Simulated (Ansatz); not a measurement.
Computed with Ansatz on PBE0-D4/def2-TZVP structures; ΔE is electronic, products minus reactants. CBS: MP2 limit from def2 TZ/QZ plus the TZ coupled-cluster correction, frozen cores. This one scheme is used for every species, atoms too. DFT in def2-TZVPP. B3LYP here is the variant with VWN-RPA as its local correlation; programs differ in this. Open shells (•) are unrestricted, without spin–orbit coupling. Spin–orbit coupling would lower the free atoms: a little for C, O, S, Si. One conformer a species, not always the lowest.

Reaction (atomization): `[SiH3]OC1=CS1` → 2 C• + 4 H• + O• + S• + Si•

```csv
level,ΔE (kJ/mol),difference from CCSD(T)/CBS
PBE-D4,3367.2,105.0
B3LYP-D4,3256.5,-5.7
PBE,3345.1,82.9
PBE0,3257.1,-5.1
B3LYP,3220.6,-41.6
HF/def2-TZVPP,2221.2,-1041.0
SCS-MP2/def2-TZVPP,3216.6,-45.6
SCS-MP2/def2-QZVPP,3287.3,25.1
HF/CBS(def2),2229.7,-1032.5
MP2/CBS(def2),3356.8,94.6
CCSD(T)/CBS,3262.2,0
```

Largest T1 diagnostic among the species: 0.013.

In def2-TZVPP, CCSD(T) changes the Hartree–Fock value by +933.6 kJ/mol (the triples alone add +74.3 kJ/mol) and MP2 by +1028.3 kJ/mol; breaking electron pairs costs correlation energy, which Hartree–Fock lacks. The D4 term adds +35.9 kJ/mol with B3LYP and +18.7 kJ/mol with PBE0; it sums over pairs of atoms, weighted by their polarisabilities, and B3LYP, whose exchange is more repulsive, gets the larger term. From PBE to PBE0 (25 % exact exchange), in def2-TZVPP and without D4, ΔE moves by −88.0 kJ/mol: exact exchange takes away binding that semilocal exchange gives to molecules.

For atomizations the MP2-based limit and the directly extrapolated one differ by several kJ/mol either way, and by 10 to 25 for some Ge, Se and Sn compounds, so smaller differences from it don't rank the levels.
